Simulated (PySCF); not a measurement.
**A survey of ¹⁹F NMR shifts**

- GFN2-xTB structure
- NMR shieldings at PBE0/pcSseg-1/GIAO
- run in PySCF
- rapidly exchanging positions averaged, relativity neglected, single conformer, in vacuum

Shieldings were converted by a linear fit to measured shifts: ¹⁹F (scatter 6.0 ppm rms, 7.0 ppm with the 5 outliers that the fit left out vs CFCl3, solution or neat liquid, with a term for F on sp3 carbon). A few per cent of atoms miss by over 2 rms, more outside the fitted compound classes.

Question: Give the ¹⁹F shifts of `O=S(=O)(/C=C\F)C(F)(F)F`, `FC(=C=PC[SiH3])C(F)(F)F`, `C=C(C)[C@H](OCF)C(F)F`.

Answer: 
```json
{"compound": "[O:1]=[S:2](=[O:3])(/[CH:4]=[CH:5]\\[F:6])[C:7]([F:8])([F:9])[F:10]", "environment": "F8/9/10: fluorine of an SCF3 group (×3)", "δ (ppm)": "-76.5"}
{"compound": "[O:1]=[S:2](=[O:3])(/[CH:4]=[CH:5]\\[F:6])[C:7]([F:8])([F:9])[F:10]", "environment": "F6: vinylic fluorine", "δ (ppm)": "-78.0"}
{"compound": "[F:1][C:2](=[C:3]=[P:4][CH2:5][SiH3:6])[C:7]([F:8])([F:9])[F:10]", "environment": "F8/9/10: fluorine of a CF3 group (×3)", "δ (ppm)": "-66.2"}
{"compound": "[F:1][C:2](=[C:3]=[P:4][CH2:5][SiH3:6])[C:7]([F:8])([F:9])[F:10]", "environment": "F1: vinylic fluorine", "δ (ppm)": "-135.7"}
{"compound": "[CH2:1]=[C:2]([CH3:3])[C@H:4]([O:5][CH2:6][F:7])[CH:8]([F:9])[F:10]", "environment": "F9: fluorine of a CF2 group", "δ (ppm)": "-122.2"}
{"compound": "[CH2:1]=[C:2]([CH3:3])[C@H:4]([O:5][CH2:6][F:7])[CH:8]([F:9])[F:10]", "environment": "F10: fluorine of a CF2 group", "δ (ppm)": "-124.7"}
{"compound": "[CH2:1]=[C:2]([CH3:3])[C@H:4]([O:5][CH2:6][F:7])[CH:8]([F:9])[F:10]", "environment": "F7: fluorine on an sp3 carbon", "δ (ppm)": "-159.1"}
```

Question: Order these by ¹⁹F shift, lowest first.
A. O=CC([SiH3])([SiH3])[SiH2]C(F)F
B. Fc1ccnnn1
C. CCC[C@@H]1C[Si@@H](CF)N1
D. O=C(O)[C@@H]1C[SiH2][C@@H]1F

Answer: C (-272.7 ppm, fluorine on an sp3 carbon), D (-194.5 ppm, fluorine on an sp3 carbon), A (-132.1 ppm, fluorine of a CF2 group), B (-75.3 ppm, aryl fluorine).
